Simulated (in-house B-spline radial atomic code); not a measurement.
Results of a calculation; reference values are marked as such.
**Al in an electron gas of r_s = 2.2: phase shifts, screening, friction and resistivity**

A nucleus sits in a uniform electron gas with a rigid positive background. The Kohn-Sham equations are solved self-consistently in the spin-unpolarised LDA (PW92), non-relativistic, on B-splines with outgoing waves at the boundary and partial waves to l = 8. The model has no lattice, no bands and no magnetic solution. Atomic units; δ_l are the phase shifts at the Fermi level, counted so that each bound state adds π, and good to about 0.0005.

The density parameter is r_s = 2.2 bohr, near that of the valence electrons of Ga (3 per atom, density 5.91 g/cm³, mass 69.72 u, which gives r_s = 2.19).

```json
{"l": "0", "δ_l (rad)": "6.7263"}
{"l": "1", "δ_l (rad)": "4.0069"}
{"l": "2", "δ_l (rad)": "0.2822"}
{"l": "3", "δ_l (rad)": "0.0300"}
{"l": "4", "δ_l (rad)": "0.0047"}
{"l": "5", "δ_l (rad)": "0.0009"}
{"l": "6", "δ_l (rad)": "0.0002"}
{"l": "7", "δ_l (rad)": "0.0001"}
{"l": "8", "δ_l (rad)": "0.0001"}
```

Bound levels below the band bottom (hartree): s -54.66, s -3.489, p -2.115, s -0.01391.

Check the Friedel sum rule, and say where the screening charge sits.

k_F = (9π/4)^(1/3)/r_s = 0.87234. The rule is Z = (2/π) Σ (2l + 1) δ_l. The terms are s 4.282, p 7.653, d 0.898, f 0.134 and 0.037 beyond, in all 13.004 against Z = 13. Bound states hold 6 s, 6 p, 0 d electrons, so the scattering states carry 1.00 in all; where a term is smaller than its bound count, the bound level has drawn weight out of the band.

Find the transport cross section and the electronic stopping of a 2 keV Al ion (mass 26.98 u).

σ_tr = (4π/k_F²) Σ (l + 1) sin²(δ_l − δ_(l+1)). The terms for l = 0 to 3 are 0.1679, 0.6064, 0.1868, 0.0026, all together 0.9637, so σ_tr = 16.513 × 0.9637 = 15.914 bohr². With n = 3/(4π r_s³) = 0.02242, the friction coefficient is Q = n k_F σ_tr = 0.3113. For v well below v_F = 0.872, dE/dx = Q v; with 24801 eV per u at v = 1, v = √(2000/(24801 × 26.98)) = 0.0547, so dE/dx = 0.01702 hartree/bohr = 8.75 eV/nm. The largest term couples the p and d waves.

What residual resistivity would 1 atomic per cent of such centres give in Ga?

Δρ = k_F n_i σ_tr/n in atomic units of 21.74 μΩ·cm. With one host atom per 3 electrons, n_i/n = 0.01/3, so Δρ = 0.8723 × 0.00333 × 15.914 × 21.74 = 1.01 μΩ·cm. This is an atom added to the gas, as on an interstitial site.

On a substitutional site the background of one host ion, a sphere holding 3 charges, is taken out. The phase shifts for l = 0 to 4 become 6.3246, 3.3171, -0.0452, -0.0344, -0.0087. What follows?

The Friedel sum is now 10.00, for Z − 3 = 10. The sum in σ_tr is 0.1170, so σ_tr = 1.93 bohr² and Δρ = 0.12 μΩ·cm per atomic per cent, 0.12 times the value above. A real host ion scatters too, so this model doesn't give zero even for the host's own atom.
